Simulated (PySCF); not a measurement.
Isomers of C7H8FNSi, from PBE0-D3(BJ)/def2-SVP geometry optimisation, gas phase (PySCF 2.14.0). One conformer each, no zero-point energy, no frequencies.

**Question.** Which isomer lies lower at this level?
A. `CC#CC1=C(F)N([SiH3])C=C1`: A = 3054, B = 554.4, C = 473.3 MHz, dipole 1.54 D
B. `[CH2:1]=[N:2][SiH2:3][c:4]1[cH:5][cH:6][cH:7][c:8]([F:9])[cH:10]1` with C1–N2–Si3–C4 128°, N2–Si3–C4–C5 15°: A = 2832, B = 583.4, C = 500.4 MHz, dipole 1.78 D

**Answer.** B. That is `C=N[SiH2]C1=CC=CC(F)=C1`, 30.2 kcal/mol below the other.

```csv
SMILES,mapped SMILES,E (Eh),relative (kcal/mol),relative (kJ/mol),dipole (D)
C=N[SiH2]c1cccc(F)c1,[CH2:1]=[N:2][SiH2:3][c:4]1[cH:5][cH:6][cH:7][c:8]([F:9])[cH:10]1,-714.64445,0.0,0.0,1.78
CC#Cc1ccn([SiH3])c1F,[CH3:1][C:2]#[C:3][c:4]1[cH:5][cH:6][n:7]([SiH3:8])[c:9]1[F:10],-714.59633,30.2,126.4,1.54
```

As drawn, the lower has a C=N bond and an Si–C bond, which the higher lacks; the higher has a C≡C bond, which the lower lacks.
